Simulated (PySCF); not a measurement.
## ReN: from constants to spectrum

ROHF-CCSD(T) constants of ReN, ³Σ⁻ (triplet), unpaired electrons δ ↑↑ (PySCF, scalar-relativistic core potentials, basis sets Re def2-TZVPP with ECP60, N def2-TZVPP; masses 186.9558 and 14.0031 u):

| Property | Result |
| --- | --- |
| ωe | 1132.7 cm⁻¹ |
| ωexe | 4.51 cm⁻¹ |
| Be | 0.47814 cm⁻¹ |
| αe | 0.00242 cm⁻¹ |
| De to Re (5d5 6s2) + N | 4.98 eV |

What force constant and bond length do these constants imply?

Reduced mass μred = 13.027 u; k = 5.8918×10⁻⁷·μred·ωe² (u, cm⁻¹, mdyn/Å) = 9.85 mdyn/Å; Re = √(16.8576/(μred·Be)) (u, cm⁻¹, Å) = 1.645 Å.

Estimate the centrifugal constant D from the Kratzer relation and find the Dunham coefficient a1.

D = 4Be³/ωe² = 3.41e-07 cm⁻¹; a1 = −1 − αeωe/(6Be²) = -3.00.

Correlated steps freeze 1 core orbital. Spin–orbit coupling is left out, which matters for elements this heavy, above all for dissociation energies. With d or f electrons several states lie close, and the lowest PBE0 determinant need not be the measured ground state.
